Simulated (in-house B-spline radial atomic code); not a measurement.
Ionising the titanium ion Ti⁴⁺ with different functionals

Computed with a B-spline radial code for spherical atoms: scalar-relativistic (spin-free X2C) Hamiltonian, Fermi nucleus of rms radius 3.5921 fm, spin-polarised at highest spin, spherical fractional occupations for the functionals, the average over the highest-spin determinants for Hartree-Fock. The ionisation energy is the difference of two self-consistent energies, [Ne] 3s2 3p6 → [Ne] 3s2 3p5, without Breit or QED terms; ε is the level of the shell that loses the electron (its least bound occupied spin orbital).

Hybrids are left out here: with spherical fractional occupations of an open shell their exact exchange keeps a self-interaction that integer-occupation calculations don't have.

```
           method          rung  ΔSCF (eV)  -ε(3p) (eV)
     Hartree-Fock  Hartree-Fock      98.31        99.42
         LDA VWN5           LDA      99.38        89.41
         LDA PW92           LDA          ?            ?
LDA exchange-only           LDA      97.44        87.56
              PBE           GGA      99.33        89.39
           PBEsol           GGA      99.23        89.28
             BLYP           GGA      99.16        89.23
             RPBE           GGA          ?            ?
             PW91           GGA      99.44        89.50
             BP86           GGA      99.42        89.47
             AM05           GGA      99.21        89.26
             OLYP           GGA      99.59        89.69
             TPSS      meta-GGA      99.57        89.69
             SCAN      meta-GGA     100.08        90.34
           r2SCAN      meta-GGA     100.03        90.31
          revTPSS      meta-GGA      99.49        89.62
```

What does LDA PW92 give?

ΔSCF 99.37 eV, and -ε(3p) = 89.40 eV.

What does RPBE give?

ΔSCF 99.31 eV, and -ε(3p) = 89.38 eV.

How do they compare with the NIST value?

NIST lists 99.30 eV ± 0.012 (measured, ground level to ground level). Errors run from -1.86 to +0.78 eV; RPBE is closest (+0.02 eV), but part of that can be cancellation, since the calculations leave out spin-orbit coupling, Breit-QED terms, multiplet and fine-structure energies. Hartree-Fock also lacks correlation.
